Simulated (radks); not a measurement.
The numbers below are computed, except where a source is named.
Initial-state core-level shifts of the osmium ion Os2+ when its valence configuration changes from [Xe] 4f14 5d6. Level of theory: scalar-relativistic Kohn-Sham, PBEsol, spin-polarised, spherical densities, finite nucleus; open shells are filled with parallel spins first (spin-orbit coupling, left out, can overturn this in heavy ions); Fermi nuclear charge, rms radius 5.4126 fm (a radial shooting solver on a logarithmic mesh with Libxc functionals). Shifts are changes of the shell-averaged eigenvalues in eV (positive: less bound); the change of the density at the nucleus, which sets a Mossbauer isomer shift, is in e/bohr^3, on a base of 1.787e+06.

valence                    1s       2p       3s       5s  density at nucleus
4f13 5d6 6s1          -14.528  -15.505  -17.257   -7.706              +272.9
4f13 5d5.5 6s1 6p0.5  -17.049  -18.100  -19.825  -10.111              +286.7
4f13 5d6 6p1          -16.069  -17.021  -18.787   -9.224              +112.9
4f13.5 5d6.5           -5.506   -5.908   -6.794   -2.240               +49.9
4f12 5d8              -22.689  -24.397  -28.147   -8.782              +209.0
4f14 5d5 6p1           -4.719   -4.849   -4.806   -4.588               +11.5
4f13 5d7              -11.124  -11.945  -13.753   -4.450              +101.4
4f10 5d10             -47.084  -50.759  -58.766  -17.134              +441.5
4f13.5 5d6 6s0.5       -7.139   -7.616   -8.477   -3.818              +131.6
